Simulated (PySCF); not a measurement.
Computed IR spectrum (relative IR intensity) of a molecule C₂H₄NO, multiplicity 2. Geometry optimised at PBE-D3(BJ)/def2-SVP. The values are those of a single conformer. Computed with PBE-D3(BJ)/def2-SVP in PySCF. No scaling factor is applied to the harmonic values.

ν (cm⁻¹): 122 (w), 239 (m), 347 (m), 563 (s), 931 (m), 1005 (w), 1053 (w), 1270 (w), 1326 (m), 1342 (m), 1362 (m), 1410 (m), 1541 (m), 2913 (w), 2928 (vs), 2981 (w), 3026 (m) (against the strongest line: vs over 80 %, s over 45 %, m over 15 %, w over 4 %, vw less)

**Question.** Which molecule gave these data?
A) [CH2]C(N)=O
B) CC([NH])=O
C) C[N]C=O

**Answer.** C, C[N]C=O
